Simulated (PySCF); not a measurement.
C₆ coefficients of unlike pairs at PBE0

Calculated with PySCF 2.14 from the dipole response of each species, C₆(A,B) = (3/π) ∫ α_A(iu) α_B(iu) du, in atomic units, from isotropic polarisabilities. For ions this is the dispersion term alone; charge-induced terms of lower order in 1/R come first.

```
species                configuration                                                                                              basis      relativity  α (bohr³)  C₆ (like pair)
     Bi  [Xe] 4f14 5d10 6s2 6p3 (4S)  aug-cc-pVQZ-PP with one added diffuse shell each of s, p, d, f, g type with ECP60MDF (8s8p6d4f3g)  core potential      52.61           631.8
   Ar²⁺            [Ne] 3s2 3p4 (3P)                    aug-cc-pCVTZ-DK with one added diffuse shell each of s, p, d, f type (9s8p6d4f)   spin-free X2C      4.780           16.77
     Ar                    [Ar] (1S)                                                                           aug-cc-pV(D+d)Z (5s4p3d)            none      10.11           59.06
    Cl⁺            [Ne] 3s2 3p4 (3P)                                                                     aug-cc-pV(5+d)Z (8s7p6d4f3g2h)            none      8.685           41.03
```

Estimate C₆ for Cl⁺ with Bi.

The integral gives 151.7. The combination rule 2 C_A C_B / (C_A α_B/α_A + C_B α_A/α_B) gives 146.9 and the geometric mean 161.0.

No spin-orbit coupling is included, so Bi, close to jj coupling, stand for model states.

The other pairs:

| pair | C₆ |
| --- | --- |
| Ar, Bi | 180.1 |
| Ar²⁺, Bi | 92.21 |
| Ar, Ar²⁺ | 31.29 |
| Cl⁺, Ar²⁺ | 25.97 |
| Cl⁺, Ar | 49.19 |
